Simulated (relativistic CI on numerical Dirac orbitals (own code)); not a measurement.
Ligand-field terms of d1

Computed with a parametric ligand-field model of a d^n configuration (Racah B and C, spin-orbit zeta, crystal field), exact diagonalisation.

Field parameters in Wybourne normalisation: Td as Oh with Dq negative (B⁴₀ = 21Dq, B⁴₄ = √(5/14) B⁴₀). The field is a parameter set, without covalency.

B = 480 cm⁻¹, C = 1710 cm⁻¹ (C/B = 3.56), Td, no spin-orbit coupling. Tanabe-Sugano data, E/B above the lowest term (Δ = |10Dq|; b, c mark the second and third term of a kind):

```tsv
Δ/B	2E	2T2
1.0	0.00	1.00
1.9	0.00	1.90
2.8	0.00	2.79
3.7	0.00	3.71
4.6	0.00	4.60
5.5	0.00	5.50
6.4	0.00	6.40
7.3	0.00	7.29
8.2	0.00	8.21
9.1	0.00	9.10
10.0	0.00	10.00
10.9	0.00	10.90
11.8	0.00	11.79
12.7	0.00	12.71
13.6	0.00	13.60
14.5	0.00	14.50
15.4	0.00	15.40
16.3	0.00	16.29
17.2	0.00	17.21
18.1	0.00	18.10
19.0	0.00	19.00
19.9	0.00	19.90
20.8	0.00	20.79
21.7	0.00	21.71
```

The ground term stays 2E.
